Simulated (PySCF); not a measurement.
Basis-set dependence of population analyses: isopropyldifluoroborane

Compound: isopropyldifluoroborane, C3H7BF2.
Atom-mapped SMILES: `[CH3:1][CH:2]([CH3:3])[B:4]([F:5])[F:6]` (hydrogens: H7, H8, H9 on C1; H10 on C2; H11, H12, H13 on C3)

PBE0 throughout (PySCF), one geometry, spherical d and f functions. Isolated species at its PBE0-D3(BJ)/def2-SVP geometry (one conformer only). Atoms taken as equivalent share a column and are averaged.

Mulliken charges (e):

```
        basis  functions   C1/C3      C2      B4   F5/F6  H7 (×6)     H10
       STO-3G         37  -0.231  -0.171  +0.370  -0.125   +0.073  +0.072
        6-31G         68  -0.494  -0.401  +0.760  -0.299   +0.172  +0.192
     pcSseg-0         68  -0.604  -0.880  +1.032  -0.317   +0.235  +0.277
       6-31G*         98  -0.536  -0.340  +0.683  -0.261   +0.178  +0.182
      cc-pVDZ        119  -0.071  -0.246  +0.264  -0.096   +0.046  +0.043
     def2-SVP        119  -0.068  -0.265  +0.271  -0.108   +0.047  +0.065
  aug-cc-pVDZ        201  +0.554  +0.039  +1.063  -0.436   -0.167  -0.339
6-311+G(2d,p)        204  -0.486  -0.439  +1.016  -0.339   +0.155  +0.141
    def2-TZVP        228  -0.374  -0.137  +0.495  -0.234   +0.127  +0.096
      cc-pVTZ        278  -0.292  -0.111  +0.386  -0.192   +0.100  +0.093
     IGLO-III        280  -0.376  -0.269  +0.848  -0.349   +0.124  +0.126
     pcSseg-2        314  -0.078  -0.149  +0.706  -0.333   +0.039  +0.034
```

IAO charges (e):

| basis | functions | C1/C3 | C2 | B4 | F5/F6 | H7 (×6) | H10 |
| --- | --- | --- | --- | --- | --- | --- | --- |
| STO-3G | 37 | -0.383 | -0.277 | +0.457 | -0.162 | +0.129 | +0.138 |
| 6-31G | 68 | -0.422 | -0.285 | +0.699 | -0.301 | +0.146 | +0.159 |
| pcSseg-0 | 68 | -0.409 | -0.305 | +0.682 | -0.289 | +0.143 | +0.162 |
| 6-31G* | 98 | -0.400 | -0.288 | +0.742 | -0.312 | +0.137 | +0.149 |
| cc-pVDZ | 119 | -0.400 | -0.284 | +0.729 | -0.308 | +0.137 | +0.151 |
| def2-SVP | 119 | -0.390 | -0.287 | +0.729 | -0.307 | +0.134 | +0.149 |
| aug-cc-pVDZ | 201 | -0.411 | -0.289 | +0.743 | -0.317 | +0.141 | +0.155 |
| 6-311+G(2d,p) | 204 | -0.413 | -0.293 | +0.750 | -0.319 | +0.142 | +0.156 |
| def2-TZVP | 228 | -0.413 | -0.294 | +0.757 | -0.321 | +0.142 | +0.155 |
| cc-pVTZ | 278 | -0.414 | -0.294 | +0.756 | -0.320 | +0.142 | +0.155 |
| IGLO-III | 280 | -0.414 | -0.294 | +0.755 | -0.321 | +0.142 | +0.156 |
| pcSseg-2 | 314 | -0.413 | -0.294 | +0.757 | -0.322 | +0.142 | +0.155 |

Hirshfeld charges (e):

```tsv
basis	functions	C1/C3	C2	B4	F5/F6	H7 (×6)	H10
STO-3G	37	-0.043	-0.060	+0.204	-0.068	+0.011	+0.010
6-31G	68	-0.098	-0.081	+0.291	-0.137	+0.036	+0.042
pcSseg-0	68	-0.100	-0.083	+0.295	-0.135	+0.036	+0.039
6-31G*	98	-0.099	-0.084	+0.291	-0.131	+0.035	+0.041
cc-pVDZ	119	-0.107	-0.096	+0.286	-0.124	+0.038	+0.044
def2-SVP	119	-0.110	-0.098	+0.300	-0.130	+0.039	+0.044
aug-cc-pVDZ	201	-0.121	-0.109	+0.318	-0.138	+0.043	+0.049
6-311+G(2d,p)	204	-0.114	-0.108	+0.325	-0.144	+0.042	+0.048
def2-TZVP	228	-0.117	-0.104	+0.320	-0.141	+0.042	+0.048
cc-pVTZ	278	-0.117	-0.103	+0.316	-0.138	+0.042	+0.047
IGLO-III	280	-0.121	-0.106	+0.324	-0.141	+0.043	+0.048
pcSseg-2	314	-0.122	-0.106	+0.326	-0.142	+0.043	+0.048
```

Some averages cover members that differ in this geometry, most widely: F5/F6, Mulliken in aug-cc-pVDZ -0.489 to -0.383; H7 (×6), Mulliken in aug-cc-pVDZ -0.208 to -0.122; C1/C3, Mulliken in 6-311+G(2d,p) -0.523 to -0.448; C1/C3, Mulliken in IGLO-III -0.412 to -0.340 e.

Question: Which scheme is steadiest as the basis changes?

Answer: Largest range over the bases for any column: Hirshfeld 0.12 e, IAO 0.30 e, Mulliken 1.16 e. Hirshfeld charges move least and Mulliken charges most, counted in e. Without the minimal STO-3G basis the ranges are Hirshfeld 0.04, IAO 0.07, Mulliken 1.16 e.

Question: How much do the charges still move between the two largest bases, IGLO-III and pcSseg-2?

Answer: At most, over all atoms: Mulliken 0.311 e, IAO 0.002 e, Hirshfeld 0.002 e.

Question: What do the same runs give for the total energy, the frontier levels and the dipole moment?

Answer: 
```tsv
basis	energy (Eh)	HOMO (eV)	LUMO (eV)	μ (D)
STO-3G	-338.2677	-5.85	4.17	0.23
6-31G	-342.7453	-8.91	0.34	1.89
pcSseg-0	-342.0678	-9.13	0.30	1.78
6-31G*	-342.8221	-8.69	0.78	1.40
cc-pVDZ	-342.8438	-8.81	0.47	1.52
def2-SVP	-342.5768	-8.88	0.44	1.55
aug-cc-pVDZ	-342.8649	-8.95	-0.22	1.65
6-311+G(2d,p)	-342.9396	-8.99	-0.08	1.69
def2-TZVP	-342.9714	-8.94	0.24	1.64
cc-pVTZ	-342.9584	-8.92	0.29	1.60
IGLO-III	-342.9804	-8.96	0.13	1.65
pcSseg-2	-342.9716	-8.96	0.10	1.68
```

The dipole is fixed by the density alone, so its range of 1.66 D shows that the density itself changes with the basis, not only its division among atoms.
